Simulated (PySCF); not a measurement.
**State search for RbNa**

Unrestricted PBE0; PySCF, scalar-relativistic core potentials, basis sets Rb def2-SVP with ECP28, Na def2-SVP. Outer shells of the fragments: Rb 5s1; Na 3s1.

Followed along the bond (rough minima from three points):

```tsv
2Ms+1	unpaired	⟨S²⟩ at the start	R at minimum (Å)	Te (eV)
1	none	0.00	3.71	0.00
3	σ ↑, π ↑	2.00	3.71	1.36
3	σ ↑↑	2.00	none in the scan	≤ 0.57
```

Solutions found at the starting distance of 3.635 Å, counted from the lowest of them; the search is not exhaustive and high or unbound solutions are not listed, so other states can lie among these:

| 2Ms+1 | unpaired | term | E (eV) | ⟨S²⟩ | ⟨Lz²⟩ | μ (D) |
| --- | --- | --- | --- | --- | --- | --- |
| 1 | none | ¹Σ⁺ | 0.00 | 0.00 | 0.00 | -3.23 |
| 3 | σ ↑↑ | ³Σ⁺ | 0.80 | 2.00 | 0.00 | 0.44 |
| 3 | σ ↑, π ↑ | ³Π | 1.36 | 2.00 | 1.01 | -3.53 |
| 1 | σ ↑, π ↓ | mixed | 1.65 | 1.00 | 1.00 | -1.80 |
| 3 | σ ↑, δ ↑ | ³Δ | 2.75 | 2.00 | 4.00 | 3.83 |
| 1 | σ ↑, δ ↓ | mixed | 2.77 | 1.00 | 4.00 | 3.68 |

A term symbol is given only where ⟨S²⟩ and ⟨Lz²⟩ are close to those of a pure state; real π, δ and φ orbitals otherwise mix terms. A positive dipole means Rb(−)Na(+).

The measured ground state is X ¹Σ (Huber and Herzberg, Constants of Diatomic Molecules (1979)).

Counting both spins, an empty level lies below a filled one in some of these solutions, because spin and occupation are held.
